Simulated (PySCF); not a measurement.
**Excitation energy of Sn by level of theory**

Sn [Kr] 4d10 5s2 5p2 (3P) → Sn [Kr] 4d10 5s1 5p2 5d1 (high-spin determinant), as a difference of total energies. Calculation: PySCF 2.14, in aug-cc-pwCVTZ-DK3; scalar relativity by spin-free X2C-1e. Correlated levels: valence: [Kr] 4d10 frozen. The calculations carry no spin-orbit coupling.

```
           method  excitation energy (cm⁻¹)
              UHF                     77749
    MP2 (valence)                     84493
SCS-MP2 (valence)                     87047
   CCSD (valence)                     85017
CCSD(T) (valence)                     84958
```

A first-order spin-orbit estimate (lowest level to lowest level, LS coupling) adds 0.025 eV.

The upper state lies above the first ionisation limit, but in LS coupling its spin forbids autoionisation to the ground ion; at this Z spin-orbit coupling breaks that rule.

The promoted electron is Rydberg-like, and one or two diffuse shells describe it only roughly, which tends to raise the upper state.

The coupled-cluster amplitudes are large for the upper state (T1 above 0.03 or a double amplitude above 0.15), so a single reference is strained.

The determinant of the upper state mixes LS terms, which raises its energy above the lowest term, most at the Hartree-Fock and MP2 levels.
